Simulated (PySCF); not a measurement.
# C10H14: calculation and literature

Geometry:
| atom | x (Å) | y (Å) | z (Å) |
| --- | --- | --- | --- |
| C1 | -3.138 | 0.231 | 0.969 |
| C2 | -1.797 | -0.411 | 0.632 |
| C3 | -1.565 | -0.477 | -0.875 |
| C4 | -0.242 | -1.164 | -1.237 |
| C5 | 0.944 | -0.362 | -0.785 |
| C6 | 1.632 | -0.686 | 0.377 |
| C7 | 2.708 | 0.076 | 0.799 |
| C8 | 3.111 | 1.176 | 0.063 |
| C9 | 2.434 | 1.508 | -1.098 |
| C10 | 1.360 | 0.744 | -1.517 |
| H11 | -3.287 | 0.269 | 2.045 |
| H12 | -3.955 | -0.337 | 0.529 |
| H13 | -3.182 | 1.247 | 0.581 |
| H14 | -1.769 | -1.422 | 1.045 |
| H15 | -0.991 | 0.162 | 1.096 |
| H16 | -1.568 | 0.536 | -1.285 |
| H17 | -2.387 | -1.028 | -1.340 |
| H18 | -0.217 | -2.155 | -0.780 |
| H19 | -0.200 | -1.289 | -2.322 |
| H20 | 1.324 | -1.545 | 0.956 |
| H21 | 3.234 | -0.192 | 1.704 |
| H22 | 3.951 | 1.772 | 0.391 |
| H23 | 2.746 | 2.363 | -1.680 |
| H24 | 0.840 | 1.004 | -2.429 |

- structure optimised with GFN2-xTB
- shieldings: GIAO PBE0/pcSseg-1
- run in PySCF 2.14
- averaged over atoms made equivalent by symmetry, fast rotation or ring inversion, isolated molecule, non-relativistic Hamiltonian, one computed conformer

Reference values: measured (solution, not stated per compound (mostly CDCl3 or CCl4); Pretsch, Buehlmann, Badertscher, Structure Determination of Organic Compounds, 4th ed. (2009)).
```
      atoms  quantity  reference  computed  computed, scaled
    H18/H19      δ 1H       2.61      2.71              2.64
    H16/H17      δ 1H       1.60      1.47              1.47
    H14/H15      δ 1H       1.34      1.14              1.17
H11/H12/H13      δ 1H       0.93      0.92              0.95
```

Reference values: estimated from measurements, as parent shift plus tabulated substituent increment (solution, not stated per compound (mostly CDCl3 or CCl4); Pretsch, Buehlmann, Badertscher, Structure Determination of Organic Compounds, 4th ed. (2009)).
| atoms | quantity | reference | computed | computed, scaled |
| --- | --- | --- | --- | --- |
| C6/C10 | δ 13C | 128.3 | 134.6 | 129.0 |
| C7/C9 | δ 13C | 128.3 | 133.9 | 128.3 |
| C8 | δ 13C | 125.7 | 131.2 | 125.7 |

Computed shifts are σ(ref) − σ with the named reference compound (TMS for H and C) calculated as an isolated molecule at the same level. The measured values may be among those fitted. Empirical linear scaling, fitted to shifts measured mostly in CDCl3 for H and C (δ vs TMS): 1H: δ = 30.01 − 0.943σ (rms 0.17 ppm, 504 shifts, 0.18 ppm with the 4 outliers that the fit left out); 13C: δ = 179.97 − 0.974σ (rms 2.1 ppm, 958 shifts, 2.3 ppm with the 13 outliers that the fit left out). A few per cent of atoms miss by over 2 rms, more outside the fitted compound classes.

Q: How far are the unscaled 1H shifts from the references?

A: Mean signed difference -0.06 ppm, mean absolute 0.11 ppm over 4 comparisons; the largest is -0.20 ppm at H14/H15 (hydrogen on an sp3 CH2).

Q: How far are the unscaled 13C shifts from the references?

A: Mean signed difference +5.80 ppm, mean absolute 5.80 ppm over 3 comparisons; the largest is +6.3 ppm at C6/C10 (aromatic CH).
